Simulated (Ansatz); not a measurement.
Species: C3H10Si, SMILES `CCC[SiH3]` (C–C–C–Si torsion 180°) (charge 0, multiplicity 1), formula C3H10Si.

Problem. How many basis functions does frozen-core CCSD(T)/cc-pVTZ // PBE0-D3(BJ)/def2-TZVP (Ansatz, a program for electronic structure) use, how many core orbitals are frozen, and how many electrons are correlated?

Solution. 264 basis functions and 8 frozen orbitals, which leaves 26 correlated electrons. Core time is of the order of minutes.
